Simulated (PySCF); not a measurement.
Electron correlation in Xe²⁺ (xenon, charge +2)

[Kr] 4d10 5s2 5p4, high-spin 3P determinant. All numbers are calculated (PySCF 2.14, scalar relativity through the core potential, in aug-cc-pVQZ-PP with ECP28MDF). Frozen: 4s2 4p6 4d10; 6 electrons correlated.

```
  level  correlation energy (mhartree)
   CCSD                        -120.62
    (T)                          -3.44
CCSD(T)                        -124.06
```

Diagnostics: T1 = 0.0071, D1 = 0.0210, largest double amplitude 0.036.

Cost of the coupled-cluster step: of the order of 27 core-seconds, for 6 correlated electrons.

Iterations:

```
CC2 = 0
CCSD nocc = (np.int64(4), np.int64(2)), nmo = (83, 83)
frozen orbitals [[0, 1, 2, 3, 4, 5, 6, 7, 8], [0, 1, 2, 3, 4, 5, 6, 7, 8]]
max_cycle = 100
direct = 0
conv_tol = 1e-08
conv_tol_normt = 1e-06
diis_space = 8
diis_start_cycle = 0
Init t2, MP2 energy = -0.103693426397401
Init E_corr(UCCSD) = -0.103693426419849
cycle = 1  E_corr(UCCSD) = -0.11666915499811  dE = -0.0129757286  norm(t1,t2) = 0.0364271
cycle = 2  E_corr(UCCSD) = -0.11944050653344  dE = -0.00277135154  norm(t1,t2) = 0.011617
cycle = 3  E_corr(UCCSD) = -0.120652773063037  dE = -0.00121226653  norm(t1,t2) = 0.00450143
cycle = 4  E_corr(UCCSD) = -0.120618175660374  dE = 3.45974027e-05  norm(t1,t2) = 0.000512647
cycle = 5  E_corr(UCCSD) = -0.120616801163053  dE = 1.37449732e-06  norm(t1,t2) = 7.58526e-05
cycle = 6  E_corr(UCCSD) = -0.120617672735191  dE = -8.71572139e-07  norm(t1,t2) = 2.04363e-05
cycle = 7  E_corr(UCCSD) = -0.120617701283255  dE = -2.85480635e-08  norm(t1,t2) = 4.53494e-06
cycle = 8  E_corr(UCCSD) = -0.12061770981529  dE = -8.53203479e-09  norm(t1,t2) = 7.66491e-07
UCCSD converged
E(UCCSD) = -327.2615459550631  E_corr = -0.1206177098152898
UCCSD(T) correction = -0.00344373930358687
```
